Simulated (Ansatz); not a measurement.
An input meant for diphenyliodonium (C₁₂H₁₀I⁺) (charge 1, singlet; atoms displaced at random, 0.15 Å in each coordinate).

```yaml
crystal:
  periodic: [true, true, true]
  atoms:
    - {symbol: C, position_ang: [3.754533, 0.465245, -0.975682]}
    - {symbol: C, position_ang: [2.990333, -0.806309, -1.020422]}
    - {symbol: C, position_ang: [2.069811, -1.210401, 0.170532]}
    - {symbol: C, position_ang: [1.705998, -0.248306, 0.996983]}
    - {symbol: I, position_ang: [-0.136063, -0.557511, 2.326101]}
    - {symbol: C, position_ang: [-1.655109, -0.496566, 1.080307]}
    - {symbol: C, position_ang: [-2.016674, -1.221936, 0.483091]}
    - {symbol: C, position_ang: [-2.903765, -1.257646, -0.087177]}
    - {symbol: C, position_ang: [-3.652753, -0.351233, -0.698807]}
    - {symbol: C, position_ang: [-2.982885, 1.189734, -0.624870]}
    - {symbol: C, position_ang: [-1.803547, 0.912576, 1.036330]}
    - {symbol: C, position_ang: [2.060907, 1.354910, 0.752194]}
    - {symbol: C, position_ang: [3.328637, 1.535819, -0.178638]}
    - {symbol: H, position_ang: [4.140114, 0.571866, -1.809926]}
    - {symbol: H, position_ang: [3.802306, -1.720526, -1.490274]}
    - {symbol: H, position_ang: [1.706011, -2.121879, 0.221483]}
    - {symbol: H, position_ang: [-1.965325, -2.446210, 0.875135]}
    - {symbol: H, position_ang: [-3.760301, -2.512133, -0.615161]}
    - {symbol: H, position_ang: [-4.669482, -0.028413, -1.369456]}
    - {symbol: H, position_ang: [-3.428297, 2.090504, -0.367754]}
    - {symbol: H, position_ang: [-1.121799, 1.960779, 0.970077]}
    - {symbol: H, position_ang: [1.867367, 2.291901, 1.205396]}
    - {symbol: H, position_ang: [3.558270, 2.690082, -0.168707]}
basis:
  gaussian: {orbitals: def2-mTZVP}
total_charge: 1
hamiltonian: {xc: {name: RPBE}, dispersion: d3bjatm}
scf: {omitted_lower_state_checks: [starts]}
output: {forces: true}
```

```sh
$ ansatz run in.yaml --threads 4 --pin off --events-out ev --progress --plain --max-ram 6963MiB
```

Shortened log:

```
Error: YAML parse error: error: line 2 column 3: crystal: missing field `lattice` (a structure is typed as `lattice` and `atoms`, a molecule's as `atoms` in Å alone, or read from a run's directory, `checkpoint`)
 --> <input>:2:3
1 | crystal:
2 |   periodic: [true, true, true]
3 |   atoms:
4 |     - {symbol: C, position_ang: [3.754533, 0.465245, -0.975682]}
```

In this input the species is marked periodic without a cell. The program refused the input.
